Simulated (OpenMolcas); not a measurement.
Cr4+ (d2) in a complex was computed by SS-CASPT2, IPEA 0.25 Eh, sigma2 regulariser 0.3 Eh with the d shell active (OpenMolcas, ANO-RCC-VDZP on the metal). Its lowest spin-free states, and all those of the highest spin:

```tsv
2S+1	Degeneracy	E (cm-1)
3	3	0
1	3	10900
1	2	11280
3	3	24620
1	1	25030
3	3	34750
1	3	36300
1	3	39850
3	1	50940
1	2	61520
1	1	75320
```

Problem. Is the site octahedral, tetrahedral or cube-like, axial, or of lower symmetry?

Solution. The states with 2S+1 = 3 have orbital degeneracies 3, 3, 3, 1. Threefold states need a cubic site. For d2 at this spin an octahedron puts the threefold T1 below the threefold T2 and a tetrahedron or cube puts the single A2 below the threefold T2, so the site is octahedral. The run had Cr4+ with 6 ligands (fluoride) in octahedral coordination (Oh) at 1.79 Å. A charge of +0.333 e stands 2.4 Å behind each ligand. Ligand basis ANO-RCC-VDZP.

Roots that are degenerate in the reference are averaged as groups; the widest CASPT2 spread within a group is 88 cm-1 (the 2-fold group of multiplicity 1 near 61500 cm-1 above the lowest state of its run). Shifts and gaps below about the spread of the groups concerned are not significant. Over all roots computed the reference weight is 0.69 to 0.71; a low but even weight reflects the number of correlated electrons. An orbital triplet at a regular site is open to Jahn-Teller coupling, which can distort the site and quench the lowest spin-orbit gaps and is left out. The least metal-like active orbital is 81 % on the metal (Löwdin) and no ligand orbital is active, so the numbers are rough. Ligand-to-metal charge-transfer states are missing. With no ligand orbital active B as a rule stays too high, so bands that hang on it stand too high and its fall with covalency is understated. With one d shell and no ligand orbital active, 10Dq can be off by a tenth or more. The distance lies 4 % under the 1.86 Å that this model takes as the normal distance (a Shannon-type radius plus a fixed donor radius); by an R⁻⁵ law this alone changes a d-shell field by about +21 %. No measured value stands beside these numbers; the geometry is a model, was not optimised and need not be the one that this ion takes.
